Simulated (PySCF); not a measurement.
# Germanium: a sound run and one with changed settings

Sound run: Ge [Ar] 3d10 4s2 4p2, Ge⁺ [Ar] 3d10 4s2 4p1. Calculation: PySCF 2.14, in jorge-DZP-DKH (8s6p2d1f, 43 functions); the spin-free X2C one-electron Hamiltonian (Gaussian nucleus). The sound run starts from symmetry-adapted Hartree-Fock orbitals and uses a fine grid where one is needed.

Changed run: initial guess 1e, at most 50 SCF cycles, level shift 10.0 hartree.

| species | method | sound run (hartree) | changed run (hartree) | converged |
| --- | --- | --- | --- | --- |
| Ge | UHF | -2096.93259 | -2096.93252 | no |
| Ge | B3LYP | -2098.65076 | -2098.65011 | no |
| Ge | PBE0 | -2098.33581 | -2098.33528 | no |
| Ge⁺ | UHF | -2096.66301 | -2096.66298 | no |
| Ge⁺ | B3LYP | -2098.36605 | -2098.36586 | no |
| Ge⁺ | PBE0 | -2098.04876 | -2098.04860 | no |

A level shift slows the SCF but leaves a converged energy unchanged.
